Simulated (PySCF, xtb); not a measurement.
PbClI, SMILES [Cl][Pb][I] (connectivity only; charge and spin as stated), neutral, multiplicity 1.

Harmonic wavenumbers (cm⁻¹) from xtb 6.7.1 with GFN2-xTB at its own minimum, in rising order: 70, 196, 260.

Q: What does PBE-D3(BJ)/def2-SVP (PySCF 2.14.0) give at its own minimum? (Estimate from the structure and the level; the computed values follow.)

A: 69, 161, 312. Paired by order, the mean absolute difference is 29 cm⁻¹ and the zero-point energies are 0.8 and 0.8 kcal/mol.
